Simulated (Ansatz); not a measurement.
Consider the cleavage of the Si–As bond: `[SiH3][As]1C[SiH2]1` + HI → `[SiH3]I` + `C1[SiH2][AsH]1`.

Computed with Ansatz on PBE0-D4/def2-TZVP structures; ΔE is electronic, products minus reactants. CCSD(T)/CBS adds triple-zeta CCSD(T) − MP2 to the extrapolated MP2 energy (def2 sets, frozen cores). DFT in def2-TZVPP. B3LYP here is the variant with VWN-RPA as its local correlation; programs differ in this. Elements past krypton have def2 core potentials. For As, I outer-core shells are correlated without core-valence functions, which leaves a few kJ/mol of doubt a bond. Scalar relativity is left out up to krypton.

(1) Is it downhill or uphill in electronic energy at CCSD(T)/CBS, and by how much? (An estimate is asked.)

(2) What do these levels give: LDA (SPW92), PBE-D4, revPBE-D4, PBE0-D4, B3LYP-D4, BHLYP-D4, PBE, BHLYP, CAM-B3LYP, CCSD/def2-SVP, CCSD(T)/def2-SVP, MP2/def2-TZVPP? (An estimate is asked.)

Largest T1 diagnostic among the species: 0.012.

Results:

(1) The calculation gave: Downhill: ΔE = -43.7 kJ/mol.

(2) Computed: LDA (SPW92) -34.9, PBE-D4 -36.2, revPBE-D4 -33.4, PBE0-D4 -39.7, B3LYP-D4 -41.3, BHLYP-D4 -45.8, PBE -41.7, BHLYP -53.3, CAM-B3LYP -49.3, CCSD/def2-SVP -42.3, CCSD(T)/def2-SVP -39.2, MP2/def2-TZVPP -40.8 kJ/mol.

The D4 term adds +8.7 kJ/mol with B3LYP and +4.9 kJ/mol with PBE0; it sums over pairs of atoms, weighted by their polarisabilities, and B3LYP, whose exchange is more repulsive, gets the larger term. From BLYP to BHLYP (50 % exact exchange), in def2-TZVPP and without D4, ΔE moves by −4.6 kJ/mol.
